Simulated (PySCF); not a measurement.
Numbering as in the mapped SMILES `[CH3:1][C@H:2]1[SiH2:3][CH:4]=[C:5]1[C:6]#[C:7][C:8]#[N:9]` (H(Xn): hydrogen on atom n). Ha(Si3) is cis to C1 on the ring; Hb(Si3) is trans to C1 on the ring.

Calculated, not measured (PySCF 2.14): geometry: GFN2-xTB, PBE0/pcSseg-1 with gauge-including orbitals. Single conformer, relativity neglected, no solvent, equivalent nuclei averaged.

Referencing at the same level of theory: TMS for $^{13}$C (σref 186.93) and $^{1}$H (σref 31.72) and $^{29}$Si (σref 349.16); $^{15}$N (σref 267.73) against NH3.

```json
{"atoms": "H(C2)", "nucleus": "$^{1}$H", "count": "1", "δ (ppm)": "?"}
{"atoms": "Ha(Si3)", "nucleus": "$^{1}$H", "count": "1", "δ (ppm)": "4.58"}
{"atoms": "Si3", "nucleus": "$^{29}$Si", "count": "1", "δ (ppm)": "-36.6"}
{"atoms": "H(C4)", "nucleus": "$^{1}$H", "count": "1", "δ (ppm)": "7.13"}
{"atoms": "C5", "nucleus": "$^{13}$C", "count": "1", "δ (ppm)": "154.9"}
{"atoms": "C6", "nucleus": "$^{13}$C", "count": "1", "δ (ppm)": "79.2"}
{"atoms": "C8", "nucleus": "$^{13}$C", "count": "1", "δ (ppm)": "?"}
{"atoms": "H(C1)", "nucleus": "$^{1}$H", "count": "3", "δ (ppm)": "1.43"}
{"atoms": "C2", "nucleus": "$^{13}$C", "count": "1", "δ (ppm)": "?"}
{"atoms": "C1", "nucleus": "$^{13}$C", "count": "1", "δ (ppm)": "19.4"}
{"atoms": "C4", "nucleus": "$^{13}$C", "count": "1", "δ (ppm)": "162.4"}
{"atoms": "Hb(Si3)", "nucleus": "$^{1}$H", "count": "1", "δ (ppm)": "4.92"}
{"atoms": "N9", "nucleus": "$^{15}$N", "count": "1", "δ (ppm)": "324.2"}
{"atoms": "C7", "nucleus": "$^{13}$C", "count": "1", "δ (ppm)": "?"}
```

Task: Complete the table.

Result: 
- C8: 111.6 ppm, nitrile carbon; this is the usual window of a C≡N carbon, which has no attached hydrogen
- C7: 79.5 ppm, alkyne carbon; the triple bond shields along its axis, which puts it between sp3 and sp2 carbons
- C2: 36.7 ppm, allylic sp3 CH bonded to Si
- H(C2): 2.56 ppm, hydrogen on an allylic sp3 CH bonded to Si; allylic position

Shifts are as computed. Against solution values, carbons near 30 ppm lie about +3 ppm off and those near 130 ppm about +5 ppm. Of 1211 compounds with measured shifts, 218 miss one by over three times the rms of a fit or turn the order of signals round; such compounds aren't used in these exercises. Experimental scales use liquid or dissolved standards, which lie at an offset from isolated NH3 (liquid NH3: subtract about 20 ppm). Unscaled 15N shifts of sp2 nitrogen come out 20 to 40 ppm too high even then.
